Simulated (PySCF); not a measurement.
Symmetry of computed structures. Method used: PBE0-D3(BJ)/def2-SVP geometry optimisation, gas phase (PySCF 2.14.0). The symmetry is that of the one conformer found, every atom within 0.08 Å of its image; none is proved a minimum here.

**Question.** Point group, rotor type and polarity of AlH2Ph (`[H][Al]([H])[c]1ccccc1`)?

**Answer.** C2v; asymmetric top; symmetry number 2; 4 operations, which sort the 14 atoms into 9 sets; dipole 1.09 D, along a, the twofold axis; A, B, C = 5465, 1502, 1178 MHz.

**Question.** `[F:1][c:2]1[cH:3][cH:4][c:5]([Br:6])[cH:7][cH:8]1`: symmetry, top, dipole?

**Answer.** C2v; near-prolate asymmetric top; symmetry number 2; 4 operations, which sort the 12 atoms into 8 sets; dipole 0.24 D, along a, the twofold axis; A, B, C = 5666, 621.4, 560.0 MHz; heavy atoms equivalent by symmetry: C3/C8, C4/C7.

**Question.** What symmetry has `[CH3:1][CH2:2][GeH3:3]`?

**Answer.** Cs; near-prolate asymmetric top; symmetry number 1; 2 operations, which sort the 11 atoms into 8 sets; dipole 0.83 D, in the ab plane, which is the mirror; A, B, C = 22441, 3532, 3303 MHz; heavy atoms equivalent by symmetry: none.
